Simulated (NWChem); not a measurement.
System: CH$_{2}$BNO; SMILES BN=C=O

```xyz
6

B     -0.7886    -1.6414     0.6283
H     -0.1927    -2.3041     1.4437
H     -1.8648    -1.9818     0.1982
N     -0.2154    -0.4440     0.1686
C      0.2731     0.5770    -0.2236
O      0.7486     1.5708    -0.6053
```
Atoms are numbered in this order, from 1.

Level: PBE0/def2-SVP (NWChem), optimised geometry, unscaled harmonic frequencies. 

| frequency (cm⁻¹) | IR intensity (km/mol) |
|---|---|
| 87 | 0.8 |
| 162 | 0.0 |
| 571 | 28.2 |
| 648 | 33.6 |
| 895 | 44.0 |
| 934 | 30.5 |
| 1013 | 61.4 |
| 1234 | 81.3 |
| 1644 | 41.2 |
| 2505 | 1641.2 |
| 2583 | 25.0 |
| 2679 | 136.1 |

```
Quantity                                                                           Result
-----------------------------------------------------------------------  ----------------
zero-point energy                                                           21.4 kcal/mol
thermal correction to the enthalpy at 298.15 K (with zero-point energy)     24.9 kcal/mol
heat capacity Cv                                                         13.4 cal/(mol K)
entropy at 298.15 K and 1 atm (symmetry number 2)                        65.9 cal/(mol K)
dipole moment                                                                      0.89 D
```

Rigid rotor and harmonic oscillator; modes under 100 cm⁻¹ make the entropy uncertain.
